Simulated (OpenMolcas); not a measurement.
## Xe⁴⁺: RASPT2 settings compared

* Program: OpenMolcas 26.06
* Basis: ANO-RCC-VDZP [6s5p3d1f]
* Scalar Hamiltonian: X2C, point nucleus
* Active space: 4 electrons in 9 orbitals (RAS2 5s 5p; RAS3 5d, at most 2 electrons)
* State averaging: 2S+1 = 3 even, 6 roots; 2S+1 = 1 even, 12 roots kept (CI in the orbitals of an earlier block); 2S+1 = 3 odd, 9 roots; 2S+1 = 5 odd, 1 root kept (CI in the orbitals of an earlier block); 2S+1 = 1 odd, 8 roots kept (CI in the orbitals of an earlier block)
* Spin-orbit coupling: RASSI with atomic mean-field integrals over the reference wave functions, term energies averaged over their components

Methods on the same reference wave functions:
A. RASSCF
B. SS-RASPT2, IPEA 0.5 Eh, no level shift (closed shells correlated: 4s 4p 4d)
C. SS-RASPT2, IPEA 0.6 Eh, imaginary shift 0.3 Eh (closed shells correlated: none)
D. XMS-RASPT2, IPEA 0.6 Eh, real shift 0.4 Eh (closed shells correlated: none)

Energies in cm-1 above 5s2 5p2 3P0, the measured ground level; measured values from Saloman, J. Phys. Chem. Ref. Data 33, 765 (2004).

```tsv
Level	A	B	C	D	Measured
5s2 5p2 3P0	0.0	0.0	0.0	0.0	0.0
5s2 5p2 3P1	9006	9070	9070	9070	9292
5s2 5p2 3P2 [74 %]	14641	14560	14610	14600	14127
5s2 5p2 1D2 [74 %]	30172	29820	29940	29930	28411
5s2 5p2 1S0	47228	46620	46620	46710	44470
5s 5p3 5S* 2	85374	91100	85920	86010	92183
5s 5p3 3D* 1	114147	117660	114280	114370	115286
5s 5p3 3D* 2	114562	118350	114720	114800	116097
5s 5p3 3D* 3	118112	122000	118280	118360	119919
```

Deviations, from unrounded energies. A percentage is the sum of absolute deviations over the sum of measured energies, with the sign that they share, or ± where signs differ.

```csv
Against measurement,Levels,A,B,C,D
mean absolute deviation (cm-1),8,2100,1500,1800,1800
fine structure of the ground term (%),2,±3.4,±2.8,±3.0,±3.0
other terms of the ground configuration (%),2,+6.2,+4.9,+5.0,+5.2
other configurations (%),4,-2.5,±1.8,-2.3,-2.2
```

B lies closest to measurement on these levels and A furthest from it. The largest miss of B in the table is 5s 5p3 3D* 1, by +2400 cm-1. The ranking rests on the paired levels alone, and a cruder setting can come out closer through cancelling errors.

Among B to D the level of the table that moves most is 5s 5p3 5S* 2, by 5200 cm-1 (lowest in C, highest in B). Moves below CASPT2's spread within the term are not significant.

From A to B the spin-free energies of the other terms of 5s2 5p2 shown, above 3P, scale by factors of 0.95 to 0.97.

The lowest spin-free term lies below A's lowest term by 0.395 hartree in B, 0.006 hartree in C, 0.006 hartree in D.

CASPT2 breaks the degeneracy within a term, and the mean is taken; among the terms shown or strongly mixed into the levels shown the widest spread is 28 cm-1 (5s 5p3 3D*, B). Terms from blocks run as CI alone lack orbitals of their own. Configurations are named by rounded mean occupations; where the s occupation lies near a half they are strongly mixed, a name can repeat and a true partner stay unpaired. Active for correlation alone: 5d; no level in the range computed is led by a configuration that fills it, so any true level of that kind is missing. Some terms mix strongly with configurations of 5d, whose occupation reaches 0.39 (5s 5p3 1D*). The basis is small and was not contracted for so high a charge. Measured partners are found by configuration, term and J. A level has none where our copy of the source lacks it or the pairing is in doubt (some pairs that miss far off the trend of their configuration count as doubtful), and it then counts in no deviation. Only configurations of the active space appear. The table leaves out levels that lie high or whose names do not pair safely across all columns.

A share in square brackets marks a mixed level and gives the weight of the term that names it, the lowest over the columns. * marks odd parity.
